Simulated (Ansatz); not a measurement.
C2H4GeN2, SMILES N#C/N=[CH]\[GeH3]. Atoms are numbered in the order given.

```xyz
9

N      2.6732    -0.8954    -0.8104
C      2.0531    -0.0313    -0.3371
N      1.4696     1.0294     0.2170
C      0.2130     1.1017     0.4464
Ge    -1.1837    -0.2509     0.0767
H     -0.1141     2.0470     0.9107
H     -1.8135    -0.6237     1.4274
H     -2.2376     0.4283    -0.8110
H     -0.5532    -1.4635    -0.6114
```
Charge 0, spin multiplicity 1.

Coordinates come from a PBE0-D3(BJ)/def2-SVP optimisation. The structure was generated by enumeration; whether it is a known compound was not checked.

Two levels are set side by side: PBE-D3(BJ)/def2-SVP (Ansatz, a program for electronic structure) and PBE0-D3(BJ)/def2-SVP (Ansatz). Each level has its own optimised geometry; the coordinates shown are those of the second. Differences are taken from unrounded values.

| quantity | PBE0-D3(BJ) | PBE-D3(BJ) | PBE-D3(BJ) minus PBE0-D3(BJ) |
|---|---|---|---|
| mean bond length (Å) | 1.432 | 1.443 | 0.011 |
| bond N1–C2 (Å) | 1.164 | 1.181 | 0.017 |
| bond C2–N3 (Å) | 1.331 | 1.333 | 0.001 |
| bond N3–C4 (Å) | 1.279 | 1.293 | 0.013 |
| bond C4–Ge5 (Å) | 1.979 | 1.990 | 0.011 |
| bond C4–H6 (Å) | 1.103 | 1.111 | 0.008 |
| bond Ge5–H7 (Å) | 1.536 | 1.549 | 0.012 |
| bond Ge5–H8 (Å) | 1.536 | 1.549 | 0.012 |
| bond Ge5–H9 (Å) | 1.530 | 1.542 | 0.012 |

GGA bonds tend to be longer and softer than those of functionals with exact exchange. Differences between two approximate levels are no errors against the true value.
